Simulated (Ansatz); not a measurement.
A nudged elastic band was laid between two geometries of C₂H₈ClNSi (13 atoms, charge 0, multiplicity 1).

Theory: RKS PBE-D4/def2-SVP in Ansatz.

```yaml
movable_images: 5
climbing_image: yes
spring: 5.0 eV/Å²
optimiser: quadratic models (default)
start_path: through a guess of the saddle point
force_threshold: 0.05 eV/Å
iteration_limit: 60
end_points: relaxed
```

First end point:

```xyz
13
Properties=species:S:1:pos:R:3
C -1.576 -0.605 0.473
N -0.224 -0.543 1.006
C 0.823 -0.479 -0.005
Si 1.148 1.266 -0.682
Cl -0.432 1.978 -1.862
H -1.754 -1.451 -0.244
H -1.818 0.331 -0.071
H -2.301 -0.703 1.306
H -0.060 -1.353 1.614
H 1.799 -0.743 0.465
H 0.696 -1.195 -0.864
H 2.367 1.221 -1.564
H 1.353 2.240 0.440
```

Last end point:

```xyz
13
Properties=species:S:1:pos:R:3
C -1.564 -0.658 0.444
N -0.201 -0.638 0.952
C 0.824 -0.471 -0.070
Si 1.131 1.333 -0.577
Cl -0.479 2.152 -1.642
H -2.271 -0.838 1.279
H -1.754 -1.436 -0.344
H -1.821 0.322 -0.005
H -0.021 -1.500 1.478
H 1.810 -0.776 0.351
H 0.680 -1.100 -0.992
H 2.326 1.383 -1.490
H 1.361 2.192 0.632
```

Problem. What changes between the two ends?

Solution. No bond is made or broken. The dihedral H6–C1–N2–C3 goes from 56 to 177°. The two ends are copies of one structure, up to a mirror image or an exchange of like atoms.

Problem. What energy profile does the band end with?

Solution. The run converged. The highest image is number 3 of 0 to 6, 0.129 eV above the ends, which have the same energy within 2 meV. A vibrational analysis at the climbing image gives one clearly imaginary mode, 245i cm⁻¹: a first-order saddle point.

```json
{"image": "0", "path coordinate (Å)": "0.00", "energy (eV)": "0.000", "dihedral H6–C1–N2–C3 (°)": "56"}
{"image": "1", "path coordinate (Å)": "0.64", "energy (eV)": "0.017", "dihedral H6–C1–N2–C3 (°)": "69"}
{"image": "2", "path coordinate (Å)": "1.28", "energy (eV)": "0.085", "dihedral H6–C1–N2–C3 (°)": "91"}
{"image": "3", "path coordinate (Å)": "1.91", "energy (eV)": "0.129", "dihedral H6–C1–N2–C3 (°)": "116"}
{"image": "4", "path coordinate (Å)": "2.56", "energy (eV)": "0.084", "dihedral H6–C1–N2–C3 (°)": "141"}
{"image": "5", "path coordinate (Å)": "3.20", "energy (eV)": "0.018", "dihedral H6–C1–N2–C3 (°)": "163"}
{"image": "6", "path coordinate (Å)": "3.84", "energy (eV)": "0.000", "dihedral H6–C1–N2–C3 (°)": "177"}
```

Problem. What is the geometry of the highest image?

Solution. 
```xyz
13
Properties=species:S:1:pos:R:3
C -1.582 -0.640 0.433
N -0.207 -0.633 0.929
C 0.847 -0.484 -0.062
Si 1.145 1.319 -0.584
Cl -0.528 2.117 -1.560
H -2.088 -1.614 0.612
H -1.616 -0.454 -0.661
H -2.207 0.150 0.908
H -0.029 -1.451 1.516
H 1.820 -0.777 0.397
H 0.743 -1.128 -0.978
H 2.297 1.382 -1.551
H 1.425 2.177 0.615
```

Problem. What are the harmonic wavenumbers there?

Solution. 245i, 52, 125, 173, 234, 366, 497, 547, 589, 664, 691, 775, 866, 908, 935, 1076, 1095, 1188, 1221, 1243, 1368, 1389, 1409, 1425, 1448, 2154, 2185, 2830, 2934, 2980, 2995, 3039, 3487 cm⁻¹.

Run time: 2.1 min on 2 threads of Arm Neoverse V2, on a shared host, peak memory 0.16 GiB.
